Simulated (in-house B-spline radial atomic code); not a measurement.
A fraction x of an electron is removed from 2s in F II (F+), starting from [He] 2s2 2p4 and keeping the highest spin. All numbers are computed (non-relativistic TPSS, spin-polarised, spherical fractional occupations; point nucleus) with a radial B-spline atomic code at the basis-set limit, not measured.

```csv
x,E(x) - E(0) (eV),2s down level (eV)
0,0.0000,-45.458
0.07,3.2238,-46.652
0.17,7.9745,-48.364
0.27,?,?
0.41,20.0779,-52.502
0.5,24.8732,-54.059
0.6,30.3655,-55.788
0.74,38.3451,-58.204
0.78,?,?
0.96,51.5651,-61.970
1,54.0575,-
```

**Question.** What belongs in the row x = 0.27?

**Answer.** An energy change of 12.8970 eV; 2s down at -50.085 eV.

**Question.** What belongs in the row x = 0.78?

**Answer.** An energy change of 40.6870 eV; 2s down at -58.892 eV.

**Question.** Check Janak's theorem between x = 0.07 and 0.17.

**Answer.** The slope of the energy is 47.51 eV; the orbital levels give 47.51 eV (-ε of the emptying orbital, averaged over the two points).
